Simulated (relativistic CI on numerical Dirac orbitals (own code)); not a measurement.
d5 in a ligand field

Computed with a parametric ligand-field model of a d^n configuration (Racah B and C, spin-orbit zeta, crystal field), exact diagonalisation.

Field parameters in Wybourne normalisation: Oh B⁴₀ = 21Dq, B⁴₄ = √(5/14) B⁴₀. The field is a parameter set, without covalency.

(1) Lowest levels for B = 720, C = 3130, ζ = 500 cm⁻¹, Oh, 10Dq = 9500 cm⁻¹?

(2) Lowest levels for B = 830, C = 3110, ζ = 430 cm⁻¹, Oh, 10Dq = 9300 cm⁻¹?

(3) Lowest levels for B = 420, C = 1940, ζ = 650 cm⁻¹, Oh, 10Dq = 32700 cm⁻¹?

(4) Lowest levels for B = 570, C = 2410, ζ = 2550 cm⁻¹, Oh, 10Dq = 37100 cm⁻¹?

(5) Lowest levels for B = 660, C = 2650, ζ = 210 cm⁻¹, Oh, 10Dq = 32200 cm⁻¹?

Results:

(1) Γ7+Γ8 0 (S 2.50), Γ7 15439 (S 1.47), Γ8 15548 (S 1.49), Γ8 15681 (S 1.50), Γ6 15779 (S 1.50), Γ7 19154 (S 1.01), Γ8 19371 (S 1.34), Γ6 19664 (S 1.50), Γ8 19678 (S 1.50) cm⁻¹, with S from ⟨S²⟩ = S(S + 1). The ground level has 2.00 electrons in the cubic e pair.

(2) Γ7+Γ8 0 (S 2.50), Γ7 16584 (S 1.48), Γ8 16655 (S 1.49), Γ8 16759 (S 1.50), Γ6 16834 (S 1.50), Γ7 20660 (S 1.02), Γ8 20853 (S 1.36), Γ6 21115 (S 1.50), Γ8 21124 (S 1.50) cm⁻¹, with S from ⟨S²⟩ = S(S + 1). The ground level has 2.00 electrons in the cubic e pair.

(3) Γ7 0 (S 0.50), Γ8 1100 (S 0.50), Γ8 23903 (S 1.50), Γ7 23990 (S 1.50), Γ8 24210 (S 1.50), Γ6 24372 (S 1.50), Γ6 27264 (S 1.50), Γ8 27298 (S 1.50), Γ8 27487 (S 1.49) cm⁻¹, with S from ⟨S²⟩ = S(S + 1). The ground level has 0.02 electrons in the cubic e pair.

(4) Γ7 0 (S 0.54), Γ8 4579 (S 0.53), Γ8 27062 (S 1.50), Γ7 28166 (S 1.52), Γ8 28953 (S 1.49), Γ6 29698 (S 1.49), Γ6 32825 (S 1.48), Γ8 33118 (S 1.46), Γ8 33493 (S 1.42) cm⁻¹, with S from ⟨S²⟩ = S(S + 1). The ground level has 0.06 electrons in the cubic e pair.

(5) Γ7 0 (S 0.50), Γ8 361 (S 0.50), Γ8 19572 (S 1.50), Γ7 19579 (S 1.50), Γ8 19652 (S 1.50), Γ6 19695 (S 1.50), Γ6 24608 (S 1.50), Γ8 24610 (S 1.50), Γ8 24669 (S 1.50) cm⁻¹, with S from ⟨S²⟩ = S(S + 1). The ground level has 0.03 electrons in the cubic e pair.
